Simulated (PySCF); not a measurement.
A geometry optimisation, step by step.

Species: C3H8SSi.
Bonds: S1–Si2, Si2–C3, C3–C4, C4–C5, Si2–C5. Hydrogens: H6 on S1; H7 on Si2; H8, H9 on C3; H10, H11 on C4; H12, H13 on C5.

Computed by this run: PySCF, PBE0-D3(BJ)/def2-SVP geometry optimisation, gas phase; density fitting, grid level 1; the optimiser is geomeTRIC in internal coordinates, started from a GFN2-xTB structure with every atom displaced at random (about 0.01 Å). 6 of its 10 geometries are shown. The frame can shift and turn from step to step; on so coarse a grid that alone can change the energy by a few meV, and forces under 0.02 eV/Å are noise.

Step 0: E = -21935.9342 eV, largest atomic force 1.512 eV/Å
```
atom  x, y, z in Å  |  force x, y, z in eV/Å
S1      2.574   -1.241   -0.410   -0.817  -0.340  -0.075
Si2     0.873   -0.267    0.552   -0.242  -0.179  -1.132
C3     -0.847   -1.023    0.174    1.028   0.537   0.720
C4     -1.325    0.365   -0.244   -1.407  -0.165   0.425
C5     -0.035    1.131   -0.383    0.574   1.045   0.929
H6      3.433   -0.282   -0.085    0.444   0.474   0.212
H7      1.258   -0.030    1.948   -0.011   0.166   0.499
H8     -1.359   -1.467    0.999   -0.651  -0.533   0.840
H9     -0.828   -1.723   -0.624    0.093  -0.953  -1.104
H10    -1.977    0.790    0.558    0.344  -0.093  -0.351
H11    -1.954    0.341   -1.149    0.035   0.079  -0.069
H12     0.273    1.251   -1.406    0.412  -0.014  -0.845
H13    -0.080    2.139    0.063    0.199  -0.022  -0.052
```

Step 2: E = -21936.1124 eV, largest atomic force 0.091 eV/Å
```
atom  x, y, z in Å  |  force x, y, z in eV/Å
S1      2.508   -1.157   -0.559    0.030   0.034   0.021
Si2     0.907   -0.155    0.473   -0.086   0.030   0.003
C3     -0.779   -0.968    0.219    0.024  -0.079   0.005
C4     -1.324    0.437   -0.167    0.017   0.053   0.009
C5     -0.017    1.255   -0.389   -0.003   0.006  -0.037
H6      3.455   -0.261   -0.200    0.006  -0.028   0.011
H7      1.311    0.127    1.886    0.020  -0.007  -0.012
H8     -1.280   -1.458    1.065    0.011  -0.009  -0.008
H9     -0.777   -1.674   -0.628   -0.004   0.049  -0.002
H10    -1.902    0.864    0.668   -0.001  -0.011  -0.009
H11    -1.991    0.428   -1.044   -0.015  -0.004   0.010
H12     0.256    1.338   -1.452   -0.016  -0.032   0.011
H13    -0.012    2.265    0.046    0.018  -0.002  -0.001
```

Step 4: E = -21936.1181 eV, largest atomic force 0.127 eV/Å
```
atom  x, y, z in Å  |  force x, y, z in eV/Å
S1      2.535   -1.128   -0.529   -0.023  -0.028  -0.030
Si2     0.900   -0.140    0.464    0.100  -0.030  -0.073
C3     -0.771   -0.972    0.201   -0.038   0.091   0.065
C4     -1.333    0.437   -0.159   -0.015  -0.047  -0.014
C5     -0.032    1.254   -0.413   -0.029   0.043   0.109
H6      3.492   -0.282   -0.091    0.006   0.020   0.040
H7      1.304    0.145    1.875   -0.040   0.030   0.012
H8     -1.259   -1.485    1.041   -0.028  -0.030   0.001
H9     -0.771   -1.652   -0.664    0.026  -0.034  -0.050
H10    -1.897    0.856    0.690    0.042  -0.005   0.007
H11    -2.022    0.426   -1.019   -0.010   0.010   0.004
H12     0.223    1.311   -1.482    0.018  -0.013  -0.026
H13    -0.015    2.271    0.006   -0.010  -0.007  -0.046
```

Step 5: E = -21936.1238 eV, largest atomic force 0.209 eV/Å
```
atom  x, y, z in Å  |  force x, y, z in eV/Å
S1      2.577   -1.086   -0.494   -0.038  -0.023  -0.050
Si2     0.897   -0.118    0.444    0.179  -0.080  -0.072
C3     -0.757   -0.978    0.175   -0.072   0.170   0.084
C4     -1.342    0.433   -0.150   -0.035  -0.107  -0.042
C5     -0.054    1.252   -0.447   -0.021   0.035   0.144
H6      3.523   -0.313    0.081   -0.002   0.025   0.037
H7      1.283    0.183    1.857   -0.067   0.042   0.021
H8     -1.232   -1.523    1.002   -0.034  -0.036  -0.012
H9     -0.751   -1.626   -0.713    0.038  -0.055  -0.043
H10    -1.875    0.840    0.724    0.057   0.000   0.020
H11    -2.065    0.424   -0.982   -0.008   0.022   0.007
H12     0.180    1.274   -1.522    0.024   0.004  -0.033
H13    -0.030    2.280   -0.056   -0.023   0.002  -0.060
```

Step 7: E = -21936.1327 eV, largest atomic force 0.115 eV/Å
```
atom  x, y, z in Å  |  force x, y, z in eV/Å
S1      2.660   -0.992   -0.442   -0.013   0.005  -0.025
Si2     0.902   -0.085    0.408    0.079  -0.053   0.000
C3     -0.730   -0.986    0.128   -0.050   0.097   0.036
C4     -1.350    0.419   -0.133   -0.012  -0.069  -0.036
C5     -0.088    1.244   -0.505    0.015  -0.006   0.044
H6      3.529   -0.373    0.384   -0.005   0.010   0.000
H7      1.220    0.258    1.828   -0.035   0.009   0.009
H8     -1.189   -1.591    0.923   -0.011  -0.015  -0.019
H9     -0.702   -1.584   -0.797    0.021  -0.022   0.000
H10    -1.807    0.810    0.790    0.024   0.006   0.018
H11    -2.138    0.424   -0.904   -0.006   0.016   0.010
H12     0.113    1.205   -1.587    0.005   0.011  -0.009
H13    -0.067    2.293   -0.178   -0.012   0.013  -0.027
```

Step 9: E = -21936.1342 eV, largest atomic force under 0.02 eV/Å
```
atom  x, y, z in Å  |  force x, y, z in eV/Å
S1      2.664   -0.984   -0.450   -0.002  -0.002   0.006
Si2     0.904   -0.091    0.407   -0.013   0.006   0.011
C3     -0.734   -0.985    0.127    0.004  -0.010  -0.004
C4     -1.348    0.420   -0.127    0.006   0.007  -0.009
C5     -0.084    1.239   -0.507    0.001   0.000  -0.002
H6      3.524   -0.370    0.390    0.002   0.001  -0.009
H7      1.207    0.255    1.830    0.004  -0.006  -0.002
H8     -1.197   -1.596    0.914    0.001  -0.002  -0.004
H9     -0.701   -1.581   -0.800    0.000   0.008   0.002
H10    -1.786    0.813    0.805    0.002  -0.001   0.004
H11    -2.147    0.437   -0.887   -0.007   0.003   0.006
H12     0.113    1.195   -1.591    0.000  -0.008   0.004
H13    -0.064    2.292   -0.192    0.001   0.003  -0.003
```

Q: Summarise the path.

A: The energy falls by 0.2000 eV from step 0 to step 9; nine tenths of that is first reached at step 3. It falls at every step. The largest force goes from 1.512 to under 0.02 eV/Å. Among the bonds C4–C5 changes most, from 1.507 to 1.554 Å; the atoms move by 0.259 Å rms after alignment.

Q: Follow the three bonds and two angles with the largest change from start to end.

A: 
```csv
step,E above end (eV),largest force (eV/Å),C4–C5 (Å),C3–H9 (Å),S1–Si2 (Å),Si2–C3–H8 (°),C5–Si2–H7 (°)
0,0.2000,1.512,1.507,1.062,2.184,116.2,118.1
1,0.0310,0.297,1.558,1.108,2.150,120.0,114.1
2,0.0217,0.091,1.558,1.102,2.151,119.7,114.9
3,0.0188,0.074,1.557,1.100,2.153,119.5,115.3
4,0.0160,0.127,1.557,1.099,2.154,119.6,115.5
5,0.0104,0.209,1.555,1.099,2.154,119.9,115.4
6,0.0050,0.210,1.554,1.100,2.154,120.5,114.9
7,0.0014,0.115,1.554,1.102,2.153,121.1,114.1
8,0.0002,under 0.02,1.554,1.102,2.152,121.5,113.7
9,0.0000,under 0.02,1.554,1.103,2.152,121.5,113.7
```

The cost below is that of the whole optimisation. Hardware: one thread of an Arm Neoverse V1, no GPU, on a shared host. Cost: 51 s of wall time, 0.52 GiB resident at most.
